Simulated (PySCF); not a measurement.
C4H6AlF. Atoms are numbered in the order given.

```xyz
12

Al     0.0000     0.0000     0.6574
F      0.0000     0.0000     2.3293
C      1.6948    -0.1873    -0.2641
C      1.8643     0.2128    -1.5377
H      2.5804    -0.5963     0.2434
H      2.8268     0.1356    -2.0606
H      1.0478     0.6489    -2.1263
C     -1.6948     0.1873    -0.2641
C     -1.8643    -0.2128    -1.5377
H     -2.5804     0.5963     0.2434
H     -2.8268    -0.1356    -2.0606
H     -1.0478    -0.6489    -2.1263
```

The structure is a stationary point at B3LYP-D3(BJ)/def2-SVP. The structure was generated by enumeration; whether it is a known compound was not checked. The values are those of a single conformer.

Method: IEF-PCM-B3LYP/def2-SVP (PySCF 2.14.0).

The values are the electrostatic part of the solvation free energy, E(continuum) − E(gas) at the gas-phase geometry, in a cavity of scaled van der Waals radii (PySCF's table); cavitation and dispersion terms are not included. A continuum can't describe solvent molecules that bind to the metal. In vacuum the orbital gap is 6.22 eV. The dipole moment in vacuum is 2.14 D.

| solvent | ε | ΔG(elec) (kcal/mol) | dipole (D) | gap (eV) |
|---|---|---|---|---|
| water | 78.36 | -5.3 | 2.43 | 6.30 |
| toluene | 2.37 | -2.5 | 2.29 | 6.26 |
| dimethylsulfoxide | 46.83 | -5.2 | 2.43 | 6.30 |
